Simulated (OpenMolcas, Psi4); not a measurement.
How methods differ on CH2GeN (SMILES N#[C][GeH2])

The species is CH2GeN (5 atoms), meant as a doublet with charge 0. As SMILES, `N#[C][GeH2]`. The shape is that of a PBE0-D4/def2-TZVP optimisation.

```xyz
5

N     1.5907   -1.0293    1.2932
C     0.8384   -0.5359    0.5704
Ge   -0.3159    0.2414   -0.7401
H    -1.6589   -0.4980   -0.6959
H    -0.4043    1.7484   -0.4689
```

Quantity: the energy change with the Ge3–H4 bond stretched from 1.534 to 2.301 Å, in eV. The values are calculated.

| level | kind | program | value (eV) | CPU time (all runs) |
| --- | --- | --- | --- | --- |
| UBLYP/def2-SVPD | GGA | OpenMolcas | 1.56 | 82 s |
| UTPSS/def2-SVPD | meta-GGA | OpenMolcas | 1.76 | 2.1 min |
| UM06-2X/def2-SVPD | hybrid meta-GGA | OpenMolcas | 1.92 | 1.8 min |
| U-wB97X-V/def2-SVPD | range-separated hybrid | Psi4 | 1.97 | 6.4 min |
| UHSE06/def2-SVPD | range-separated hybrid | Psi4 | 1.85 | 3.7 min |
| UB2PLYP/def2-SVPD (density fitting for correlation) | double hybrid | Psi4 | 1.90 | 85 s |
| UDSD-PBEP86/def2-SVPD (density fitting for correlation) | double hybrid | Psi4 | 2.03 | 83 s |
| UMP2/def2-SVPD | perturbation theory | Psi4 | 2.18 | 30 s |

All-electron rows without a relativistic Hamiltonian named are non-relativistic. The first shape isn't each level's own minimum. The values span 1.56 to 2.18 eV. Spin contamination of the reference (⟨S²⟩ at least 0.1 too high) touches UB2PLYP/def2-SVPD, UDSD-PBEP86/def2-SVPD, UMP2/def2-SVPD. In the correlated wave-function rows the outer d shell of Ge is correlated, in sets not made for it. Times are those of the runs behind each value, whatever else they computed, on shared processors of several kinds: orders of magnitude only.
